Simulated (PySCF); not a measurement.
Gas-phase reaction: GeH₂ + 2 C₂H₅ → Ge(CH₃)₄

Computed with PySCF (xtb for GFN2) and rigid-rotor harmonic-oscillator thermochemistry at 1 bar. S°(298 K) at PBE0/def2-TZVP differs from the NASA 1993 table for C₂H₅ (+9 J/mol/K); whether the harmonic model or the table's entry is off was not settled. † marks an energy on the PBE0/def2-TZVP geometry and frequencies; other levels use their own. MP2 freezes the core. 6-31G* has spherical d functions here. Open shells (unrestricted): C₂H₅ (multiplicity 2); the rest are closed-shell singlets. GFN2 has no spin-polarisation term. Ge: all electrons, no relativistic terms. GeH₂: computed as isolated molecules; such fragments, hydroxides, amides, oligomers or adducts are transient or little studied in the gas. MP2 isn't extrapolated to the basis-set limit; its ΔH°(298 K) is -610.2 kJ in def2-SVP and -666.5 kJ in def2-TZVPP. The harmonic model lacks anharmonicity and excited electronic states, which grow with temperature; levels with a mode under 35 cm⁻¹ are left out. Internal rotation in C₂H₅, Ge(CH₃)₄ is treated as a harmonic vibration of one conformer, which makes the entropy rough.

| level | ΔE electronic, kJ | ΔH°(298 K), kJ | ΔS°(298 K), J/K | ΔG°(2000 K), kJ |
|---|---|---|---|---|
| GFN2-xTB | -503 | -462 | -350 | 203 |
| HF/6-31G* | -452 | -414 | -356 | 263 |
| HF/def2-TZVP† | -464 | -429 | -355 | 243 |
| MP2/def2-SVP† | -646 | -610 | -355 | 61 |
| PBE/def2-TZVP† | -608 | -572 | -355 | 99 |
| PBE0/def2-SVP† | -613 | -577 | -355 | 94 |
| PBE0/def2-TZVP | -616 | -580 | -355 | 91 |
| r2SCAN/def2-TZVP† | -612 | -576 | -355 | 95 |
ΔH° is lowest at MP2/def2-SVP† and highest at HF/6-31G*. No reference value is set beside these.
